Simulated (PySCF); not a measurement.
**A small calculation by hand: oscillator strength and radiative lifetime**

GeH4O2S2, SMILES [OH][Ge]([OH])([SH])[SH].

The structure is a stationary point at PBE0-D3(BJ)/def2-SVP. The structure was generated by enumeration, and PubChem lists no compound with its InChIKey, so it may never have been made. One conformer was computed; it need not be the lowest.

TDA-LC-ωPBE/def2-SVPD run with PySCF puts the first singlet state with f over 0.02 at 6.06 eV (vertical), with the transition dipole (-0.330, -0.194, 0.000) in atomic units.

Task: Find the oscillator strength, the wavelength and the radiative lifetime that this transition would have in vacuum if emission retraced absorption.

Result: 
|μ|² = 0.1465 au, so |μ| = 0.97 D. ΔE = 6.06/27.211 = 0.2227 hartree. f = (2/3) ΔE |μ|² = 0.022 (the program prints 0.022).
λ = 1239.84/6.06 = 205 nm; ν = 48877 cm⁻¹.
Einstein's coefficient A = 0.6670 ν² f s⁻¹ (ν in cm⁻¹) = 3.5e7 s⁻¹, so τ = 1/A = 29 ns. This state is S1. The figure is the radiative limit of this one transition; relaxation, internal conversion, crossing to triplets and a medium change what is measured.
